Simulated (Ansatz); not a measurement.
`O[CH2][Al]([SH])[Br]` + H–F → `[F][Al]([SH])[Br]` + CH₃OH  (ligand exchange at the Al–C bond)

Program: Ansatz. Geometries: PBE0-D4/def2-TZVP. ΔE: electronic, gas phase. CCSD(T)/CBS is the MP2 limit (def2-TZVPP, def2-QZVPP) plus CCSD(T) − MP2 in def2-TZVPP, frozen cores. This one scheme is used for every species. DFT in def2-TZVPP. For Br outer-core shells are correlated without core-valence functions, which leaves a few kJ/mol of doubt a bond. Scalar relativity is left out up to krypton. One conformer a species, not always the lowest.

CCSD(T)/CBS gives -46.8 kcal/mol.

Q: Another level gave -45.8 kcal/mol. Which?
A. r2SCAN-D4/def2-TZVPP
B. HF/def2-TZVPP
C. revPBE-D4/def2-TZVPP
D. revPBE/def2-TZVPP

A: D. revPBE -45.8, revPBE-D4 -43.8, HF/def2-TZVPP -52.6, r2SCAN-D4 -48.0 kcal/mol.

Largest T1 diagnostic among the species: 0.010.

In def2-TZVPP, CCSD(T) changes the Hartree–Fock value by +5.5 kcal/mol (the triples alone add +0.8 kcal/mol) and MP2 by +5.2 kcal/mol. From BLYP to BHLYP (50 % exact exchange), in def2-TZVPP and without D4, ΔE moves by −1.6 kcal/mol. Leaving LDA and LC-ωPBE aside and taking each functional with its dispersion term where it has one, the values, not all of them listed here, spread over 5.4 kcal/mol, from B97M-V to revPBE-D4. LDA lies +1.7 kcal/mol from PBE without D4.
